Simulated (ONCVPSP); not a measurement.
LDA (Perdew-Wang 92) ONCV dataset for calcium, fully relativistic all-electron reference.

- Element: Ca
- Generator: ONCVPSP 4.0.1
- Type: optimised norm-conserving Vanderbilt (ONCV)
- Functional: LDA (Perdew-Wang 92)
- Relativity: fully relativistic
- Frozen core: [Ar]
- Valence charge: 2
- Reference configuration: 4s0.5 (charge +1.5)
- Partial waves: 4s: rc 3.15 bohr, ncon 3, nbas 7, qcut 2.6 1/bohr, 2 projectors, debl 1.3 Ha; p scattering state at 0.16 Ha: rc 3.25 bohr, ncon 3, nbas 7, qcut 3 1/bohr, 2 projectors, debl 1 Ha; d scattering state at 0.07 Ha: rc 2.80 bohr, ncon 5, nbas 9, qcut 4 1/bohr, 2 projectors, debl 3.4 Ha
- Local potential: polynomial inside 2.15 bohr (lpopt 4, dvloc0 3 Ha)
- Core correction: polynomial model core, fcfact 0.35

Open shells are filled in proportion to 2j + 1.

In the p channel the program set the typed energies aside and used 0.050, 1.050 Ha (j = l + 1/2; the other j can differ). In the d channel the program set the typed energies aside and used -0.450, 2.950 Ha (j = l + 1/2; the other j can differ).

* Cutoffs needed: 2.3 Ha and 3.0 Ha (the cutoffs (Ha) at which the residual kinetic energy of the hardest occupied pseudo-wave falls to 1 and 0.1 mHa per electron) The cutoffs count occupied waves only; projector 2 of the d channel, the hardest unoccupied one, needs 47 Ha at the loose tolerance.
* Ghost test: no bound ghost flagged; no localised positive-energy state flagged
* Largest excitation error: +20 meV (all-electron minus pseudo) for 4s1 4p1, out of 4 test configurations
* rms error of d²Exc/dni dnj: 33.60 mHa without and 2.87 mHa with the model core
